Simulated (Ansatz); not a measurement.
Start from `CN(C)[Si]O` and change one atom or group to get `C[N](C)[Zn][Br]`.

Ansatz, PBE0-D4/def2-TZVP geometries, multiplicity 1. Each molecule was computed in one conformer, which needn't be the lowest.

Scalar relativity is left out up to krypton.

```csv
property,`CN(C)[Si]O`
LUMO energy (ωB97M-V/def2-TZVPP) / eV,1.26
HOMO energy (B3LYP/def2-TZVPP) / eV,-6.46
HOMO energy (PBE/def2-TZVPP) / eV,-5.55
LUMO energy (PBE0/def2-TZVPP) / eV,-0.65
HOMO energy (PBE0/def2-TZVPP) / eV,-6.64
LUMO energy (B3LYP/def2-TZVPP) / eV,-0.84
```

Problem. What does the change do to each property? (An estimate is asked.)

Solution. Computed: 
| property | `C[N](C)[Zn][Br]` | shift |
| --- | --- | --- |
| LUMO energy (ωB97M-V/def2-TZVPP) / eV | 0.74 | -0.52 |
| HOMO energy (B3LYP/def2-TZVPP) / eV | -5.87 | 0.59 |
| HOMO energy (PBE/def2-TZVPP) / eV | -4.83 | 0.72 |
| LUMO energy (PBE0/def2-TZVPP) / eV | -0.92 | -0.27 |
| HOMO energy (PBE0/def2-TZVPP) / eV | -6.05 | 0.59 |
| LUMO energy (B3LYP/def2-TZVPP) / eV | -1.23 | -0.39 |

With PBE0 the HOMO rises by 0.59 eV and the LUMO falls by 0.27 eV, so the gap narrows by about 0.86 eV. PBE moves the HOMO by 0.72 eV and ωB97M-V by 0.46 eV. The zero-point energy changes by -38.0 kJ/mol with -3 modes.

B3LYP here is the variant with VWN-RPA as its local correlation; programs differ in this.

Spin–orbit coupling is left out; it splits and shifts lone-pair levels of the heavy atoms by tenths of an eV.
